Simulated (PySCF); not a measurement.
How methods differ on the excitation energy of In

In [Kr] 4d10 5s2 5p1 (2P) → In [Kr] 4d10 5s1 5p2 (4P), as a difference of total energies. All numbers are calculated (PySCF 2.14, the spin-free X2C one-electron Hamiltonian (Gaussian nucleus), in aug-cc-pVTZ-DK3). Correlated levels: valence: [Kr] 4d10 frozen. The calculations carry no spin-orbit coupling.

```tsv
method	excitation energy (cm⁻¹)
UHF	23318
LDA	39309
PBE	37486
PBE0	34807
r2SCAN	33905
TPSS	35934
B2PLYP	34923
BLYP	40194
MP2 (valence)	28341
```

**Question.** Estimate what SCS-MP2 (valence) gives.

**Answer.** 30281 cm⁻¹, closest to MP2 (valence) among the rows shown.

**Question.** Estimate what wB97X gives.

**Answer.** 39961 cm⁻¹, closest to BLYP among the rows shown.

Errors of the correlated levels include the incompleteness of this basis and the frozen core.

For comparison: 35088 cm⁻¹ (measured; NIST levels, between the centres of gravity of the two terms).
